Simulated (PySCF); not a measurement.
TPSSh on Kr⁺ (krypton, charge +1), [Ar] 3d10 4s1 4p5 5s1, high-spin 4P determinant (an excited configuration). All numbers are calculated (PySCF 2.14, a scalar-relativistic core potential, in aug-cc-pVQZ-PP with ECP10MDF (7s6p5d3f2g, 89 functions)).

```
cycle= 1 E= -461.900623479032  delta_E= -0.0136  |g|= 0.0569  |ddm|= 0.776
cycle= 2 E= -461.902415279319  delta_E= -0.00179  |g|= 0.0331  |ddm|= 0.197
cycle= 3 E= -461.903335659499  delta_E= -0.00092  |g|= 0.00867  |ddm|= 0.113
cycle= 4 E= -461.904442117364  delta_E= -0.00111  |g|= 0.00659  |ddm|= 0.182
cycle= 5 E= -461.904756281702  delta_E= -0.000314  |g|= 0.00231  |ddm|= 0.151
cycle= 6 E= -461.904720366912  delta_E= 3.59e-05  |g|= 0.002  |ddm|= 0.0614
cycle= 7 E= -461.904761847992  delta_E= -4.15e-05  |g|= 0.000314  |ddm|= 0.0593
cycle= 8 E= -461.904762393612  delta_E= -5.46e-07  |g|= 6.07e-05  |ddm|= 0.00478
cycle= 9 E= -461.904762421128  delta_E= -2.75e-08  |g|= 2.57e-06  |ddm|= 0.0014
cycle= 10 E= -461.904762421185  delta_E= -5.78e-11  |g|= 9.43e-08  |ddm|= 6.15e-05
converged SCF energy = -461.904762421185  <S^2> = 3.7529667  2S+1 = 4.0014831
```

Highest occupied orbital energy: -8.171 eV; ⟨L²⟩ = 3.59; populations by l: s 3.74, p 11.00, d 10.26, f 0.00.

Task: Can this result be used?

Result: Not for this state. The calculation finished and met its thresholds. ⟨L²⟩ = 3.59 against 2 for a pure P term, so this real determinant mixes terms. Energies and moments cover only the electrons outside the core potential. The outer electron is Rydberg-like, and this basis confines it to a smaller radius and binds it less than a complete one would. The s, p, d and f populations moved away from the nominal configuration during the SCF.
